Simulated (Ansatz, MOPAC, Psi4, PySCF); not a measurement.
Donor–acceptor adduct: BH3 (SMILES B) (first 4 atoms) with C3H9N (SMILES CN(C)C); geometry from B3LYP-D3(BJ)/def2-TZVP, rigid monomers moved along the line of their centres of mass till B1···N6 is 2.97 Å.
(charge 0, multiplicity 1):
```xyz
17

B     -0.38676     0.02679     1.27119
H      0.48750     0.64584     0.70918
H     -0.41461    -1.14254     0.96246
H     -1.46898     0.56276     1.20110
C      1.65788    -0.56884     4.33778
N      0.33494     0.07030     4.14887
C      0.39352     1.47210     4.62411
C     -0.68487    -0.67054     4.92700
H      1.93793    -0.56134     5.39376
H      2.39443    -0.02416     3.75316
H      1.60582    -1.59132     3.97341
H      0.65907     1.50501     5.68334
H     -0.57825     1.93320     4.46915
H      1.13474     2.00804     4.03732
H     -0.43337    -0.66284     5.99014
H     -1.65205    -0.20074     4.76954
H     -0.72683    -1.69308     4.56149
```

Interaction energies are E(AB) − E(A) − E(B) at the monomers' geometry in the complex; basis-set methods are counterpoise corrected. Rows marked so take none.

Cores are frozen in the correlated methods. Rows in 6-31G* carry no dispersion term and start afresh at each structure (6-31G* with six Cartesian d functions). MP2/6-31G* freezes PySCF's default core. The state that AM1 reach isn't checked.

Programs: Ansatz (Gaussian basis) for Hartree–Fock, density functionals and correlated methods; MOPAC for AM1 (differences of heats of formation); Psi4 for SAPT; PySCF for 6-31G* rows, the dispersion terms. 

| level | interaction energy (kJ/mol) |
|---|---|
| AM1 | -10.1 |
| HF/6-31G* | -34.4 |
| HF/aug-cc-pVDZ | -32.3 |
| BP86/6-31G* (no counterpoise) | -51.4 |
| PBE0/def2-TZVPPD | -42.6 |
| PBE0-D3(BJ)/def2-TZVPPD | -47.8 |
| M06-2X/6-31G* (no counterpoise) | -51.4 |
| MP2/6-31G* | -42.3 |
| SAPT0/jun-cc-pV(D+d)Z | … |

Task: Some entries are withheld; supply them.

Result: 
- SAPT0/jun-cc-pV(D+d)Z, interaction energy (kJ/mol): -40.6

Ansatz is an electronic-structure program.
